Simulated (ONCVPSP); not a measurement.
Plane-wave convergence, ONCV potential for scandium (Sc)

Sc, optimised norm-conserving Vanderbilt (ONCV), made with ONCVPSP 4.0.1 (Wu-Cohen, scalar-relativistic). Core [Ne], reference 3s2 3p6 3d1 4s2. Waves: 3s+4s: rc 1.60 bohr, ncon 4, nbas 9, qcut 7.5 1/bohr, 2 projectors; 3p: rc 1.35 bohr, ncon 3, nbas 6, qcut 8.5 1/bohr, 2 projectors, debl 1.5 Ha; 3d: rc 2.00 bohr, ncon 5, nbas 10, qcut 7.2 1/bohr, 2 projectors, debl 1.8 Ha. Local part: polynomial inside 1.05 bohr (lpopt 2, dvloc0 3 Ha). Core correction: polynomial model core, fcfact 0.5.

Problem. For each optimised wave give the share of its norm inside rc, the residual kinetic energy above qcut (Ha) and the cutoffs (Ha) for errors of 10, 1, 0.1 and 0.01 mHa per electron.

Solution.

```csv
wave,norm inside rc,residual KE,10 mHa,1 mHa,0.1 mHa,0.01 mHa
3s,0.899,2.8e-06,13.7,19.2,23.0,26.3
4s,0.037,1.4e-06,4.2,15.7,21.1,25.0
3p,0.699,2.5e-06,12.9,16.5,19.8,30.6
p projector 2,0.079,1.3e-06,10.7,14.9,18.4,29.0
3d,0.654,5.3e-05,17.9,21.7,25.3,69.0
d projector 2,0.171,5.0e-04,20.2,24.7,52.1,110.6
```

The occupied waves need 22 Ha and 25 Ha for 1 and 0.1 mHa. 1 of 4 tests not solved or not reliable.
